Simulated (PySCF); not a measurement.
Compound: triethyl orthoformate, C₇H₁₆O₃.
Numbering: `[CH3:1][CH2:2][O:3][CH:4]([O:5][CH2:6][CH3:7])[O:8][CH2:9][CH3:10]` (hydrogens: H11, H12, H13 on C1; H14, H15 on C2; H16 on C4; H17, H18 on C6; H19, H20, H21 on C7; H22, H23 on C9; H24, H25, H26 on C10)

The geometry is computed with GFN2-xTB (gas phase).

Q: What internal coordinates does the optimisation give?

A: 
```
                   bond  length (Å)   order
   C1–C2, C6–C7, C9–C10       1.519  single
    C2–O3, O5–C6, O8–C9       1.420  single
    O3–C4, C4–O5, C4–O8       1.381  single
C1–H11 and 8 like bonds       1.086  single
C2–H14 and 5 like bonds       1.099  single
                 C4–H16       1.133  single
```

Bonds in one row agree within 0.01 Å and their mean is given. Orders are formal, as drawn. A selection of angles:
```
   angle  degrees
C1–C2–O3    108.2
C2–O3–C4    114.3
O3–C4–O5    109.8
```

Torsions: C1–C2–O3–C4 -173° (antiperiplanar); C2–O3–C4–O5 178° (antiperiplanar); O3–C4–O5–C6 -62° (synclinal); C4–O5–C6–C7 -174° (antiperiplanar); O3–C4–O8–C9 177° (antiperiplanar); C4–O8–C9–C10 -174° (antiperiplanar). The mirror-image conformer, all signs reversed, is as good.

The 6 C–O bonds span 1.381 Å (O3–C4, drawn single) to 1.420 Å (C2–O3, drawn single), a spread of 0.039 Å. Of the pairs four or more bonds apart, O5···H23 is among the closest relative to their van der Waals radii: 2.50 Å, 92 % of the sum of Bondi's values. All 3 C–C bonds measure 1.519 Å.

No frequency check. The numbers are those of one conformer.
